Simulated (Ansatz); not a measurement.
Molecule: sum formula H2BO2Br, charge 0, multiplicity 1. 
Geometry from a B3LYP-D3(BJ)/def2-TZVP (Ansatz, a program for electronic structure) optimisation:
SMILES: OB(O)Br
```xyz
6

O      1.6455    -1.1399     0.4064
B      0.3246    -0.9027     0.2771
O     -0.5544    -1.8945     0.5250
Br    -0.3166     0.8805    -0.2703
H      2.2062    -0.3838     0.2124
H     -1.4760    -1.6469     0.4109
```
Charge 0, spin multiplicity 1.

Property: atomisation energy (electronic, to ground-state atoms), in kcal/mol. Correlated levels leave the core frozen unless marked. Open shells are spin-unrestricted. No spin-orbit coupling. The frozen core is the preceding noble-gas configuration, with the filled d and f shells of earlier blocks. No relativistic terms. The coupled-cluster limit lacks core correlation, which all-electron functionals hold. Basis-set limits of correlation are two-point, X^-3; Hartree-Fock from the larger set (for Q and 5 zeta extrapolated as (X+1)exp(-9√X)).

```tsv
level	program	atomisation energy (kcal/mol)	minus last row
HF/cc-pVQZ	Ansatz	418.8	-163.7
B3LYP-D4/def2-TZVPD	Ansatz + dftd4	578.5	-4.0
PBE0/def2-TZVPD	Ansatz	579.5	-3.0
BHLYP-D4/def2-TZVPD	Ansatz + dftd4	554.9	-27.6
MP2/CBS(aug-cc-pVTZ,aug-cc-pVQZ)	Ansatz	606.7	24.2
MP2/CBS(cc-pVQZ,cc-pV5Z)	Ansatz	606.7	24.2
CCSD(T)/CBS(cc-pVQZ,cc-pV5Z)	Ansatz	582.5	0.0
```
